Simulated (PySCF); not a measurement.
A calculated (BP86, PySCF 2.14, cc-pV(T+d)Z, the non-relativistic Hamiltonian (point nucleus)) atom or ion has these occupied shells.

| shell | electrons | orbital energy (eV) | rms radius, mean of both spins (bohr) |
| --- | --- | --- | --- |
| 1s α | 1 | -2091.0 | 0.120 |
| 1s β | 1 | -2090.7 | 0.120 |
| 2s α | 1 | -183.96 | 0.569 |
| 2s β | 1 | -183.72 | 0.569 |
| 2p α | 3 | -135.50 | 0.544 |
| 2p β | 3 | -135.18 | 0.544 |
| 3s α | 1 | -23.981 | 1.96 |
| 3s β | 1 | -22.054 | 1.96 |
| 3p α | 2 | -15.024 | 2.30 |

(1) Name the element and its charge.

Results:

(1) P⁺ (phosphorus, charge +1), in [Ne] 3s2 3p2, high-spin 3P determinant.
